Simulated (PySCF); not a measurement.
Structure from 2D NMR

Compound of formula C8H7F. Correlations simulated from computed shifts and the bond graph:

HSQC (one-bond C–H):
```tsv
δH	δC
7.76	114.7
7.58	135.9
7.21	121.1
7.10	131.1
6.84	143.9
6.31	120.3
5.71	120.3
```

COSY cross peaks (H two or three bonds apart, from the bond graph; peaks can be absent where the dihedral angle is near 90°):
```tsv
δH	δH
7.58	7.21
7.58	7.10
6.84	6.31
6.84	5.71
6.31	5.71
```

HMBC (two and three bonds, from the bond graph):
```tsv
δH	δC
7.76	173.6, 144.3, 143.9, 131.1, 121.1
7.58	173.6, 144.3, 131.1, 121.1
7.21	173.6, 135.9, 131.1, 114.7
7.10	144.3, 143.9, 135.9, 121.1, 114.7
6.84	144.3, 131.1, 120.3, 114.7
6.31	144.3, 143.9
5.71	144.3, 143.9
```

Carbons without hydrogens: δ 173.6, 144.3.

PySCF 2.14 calculation with GFN2-xTB geometry and PBE0/pcSseg-1 with gauge-including orbitals; non-relativistic, no solvent model, a single conformation.

References, each an isolated molecule treated in the same way: TMS for $^{1}$H (31.72 ppm), $^{13}$C (186.93 ppm).

Exchangeable hydrogens are left out of these lists.

Which molecule is this?

Results:

SMILES C=Cc1cccc(F)c1.

Structure with atom numbers: `[CH2:1]=[CH:2][c:3]1[cH:4][cH:5][cH:6][c:7]([F:8])[cH:9]1` (H(Xn): hydrogen on atom n). Ha(C1) is cis to C3; Hb(C1) is trans to C3.

δC 173.6 is C7, an aromatic carbon bearing fluorine. δC 144.3 is C3, a substituted aromatic carbon. δC 143.9 is C2, an alkene CH (δH 6.84). δC 135.9 is C5, an aromatic CH (δH 7.58). δC 131.1 is C4, an aromatic CH (δH 7.10). δC 121.1 is C6, an aromatic CH (δH 7.21). δC 120.3 is C1, a terminal =CH2 carbon (δH 6.31, 5.71). δC 114.7 is C9, an aromatic CH (δH 7.76). HMBC from δH 7.76 reaches the proton-free carbons C7, C3. HMBC from δH 7.58 reaches the proton-free carbons C7, C3. HMBC from δH 7.21 reaches the proton-free carbon C7. HMBC from δH 7.10 reaches the proton-free carbon C3. COSY links 7.58–7.21, 7.58–7.10, 6.84–6.31, 6.84–5.71, 6.31–5.71.

The shifts were computed for this structure.

Shifts are as computed. Against solution values, carbons near 30 ppm lie about +3 ppm off and those near 130 ppm about +5 ppm. Of 1211 compounds with measured shifts, 218 miss one by over three times the rms of a fit or turn the order of signals round; such compounds aren't used in these exercises.
